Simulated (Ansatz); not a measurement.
Process, species as SMILES: FSF → 2 F atom + S atom
B3LYP-D3(BJ)/def2-TZVP geometries, fixed; electronic energies without zero-point terms.
Largest species:
```
S
F 1 1.6052
F 1 1.6052 2 98.75
```
Charge 0, spin multiplicity 1.

Basis-set convergence of the atomisation energy at r2SCAN with Ansatz (a program for electronic structure). Cartesian d functions, on some or all atoms, in 6-31G**, 6-311+G**; all else is spherical. The program fits the integrals of some runs and decomposes those of others, by size. Open shells are unrestricted. No added dispersion term, no relativity. Functions are those of the species that has most. Reference: the value in aug-cc-pV(5+d)Z, 178.36 kcal/mol, itself unsure by roughly 0.21 kcal/mol (its mean distance from pcseg-4, aug-pcseg-3, aug-cc-pV(Q+d)Z). Deviations are taken from unrounded values.

```csv
basis,functions,atomisation energy (kcal/mol),minus reference (kcal/mol)
STO-3G,19,156.59,-21.77
6-31G**,49,167.82,-10.54
def2-SVPD,73,167.07,-11.30
6-311+G**,75,158.16,-20.20
"6-311++G(2d,2p)",89,168.11,-10.25
pcseg-2,94,175.46,-2.90
jun-cc-pV(T+d)Z,126,176.63,-1.73
aug-pcseg-2,142,177.29,-1.07
aug-cc-pV(Q+d)Z,249,178.10,-0.27
```

The smallest set listed that lies within 4 kcal/mol of the reference with all its larger relatives (same family, alike in diffuse functions; a set with none counts only in the reference's own line) is pcseg-2 (94 functions, -2.90 kcal/mol off). (Relatives not listed, tested too: aug-cc-pV(T+d)Z -1.13, pcseg-3 0.07, aug-pcseg-3 0.18, pcseg-4 0.18, aug-cc-pV(5+d)Z 0.00 kcal/mol.)
